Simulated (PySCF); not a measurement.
## Run times: rubidium in Sapporo-DKH3-DZP-2012

Measured wall times of calculations with PySCF 2.14 in Sapporo-DKH3-DZP-2012 (7s6p2d, 35 functions), with the spin-free X2C one-electron Hamiltonian (Gaussian nucleus), run from one Python driver. Hardware: 1 thread of Neoverse-N1 on a shared host, 1.3 GiB allowed. The two-electron integrals over 35 functions were computed once and kept in memory (0.41 CPU seconds with the set-up); the times below exclude them. Kohn-Sham runs start from converged Hartree-Fock orbitals.

Launch command (the driver calls PySCF for each step listed in the task file):

```bash
OMP_NUM_THREADS=1 python atomrun2.py TASK.json OUT
```

| species | step | iterations | wall time (s) |
| --- | --- | --- | --- |
| Rb+ [Kr] | UHF | 1 | 0.14 |
| Rb+ [Kr] | TPSS | 5 | 1.3 |
| Rb+ [Kr] | MN15 | 52 | 11 |
| Rb+ [Kr] | MP2 (6 electrons) |  | 0.02 |
| Rb+ [Kr] | CCSD(T) (6 electrons, 17 virtual orbitals) | 6 | 0.09 |
| Rb(2+) [Ar] 3d10 4s2 4p5 | UHF | 5 | 0.17 |
| Rb(2+) [Ar] 3d10 4s2 4p5 | TPSS | 5 | 1.3 |
| Rb(2+) [Ar] 3d10 4s2 4p5 | MN15 | 6 | 1.4 |
| Rb(2+) [Ar] 3d10 4s2 4p5 | MP2 (5 electrons) |  | 0.02 |
| Rb(2+) [Ar] 3d10 4s2 4p5 | CCSD(T) (5 electrons, 18 virtual orbitals) | 7 | 0.21 |

Peak memory of the process: 0.22 GiB. Times on a shared host vary from run to run.
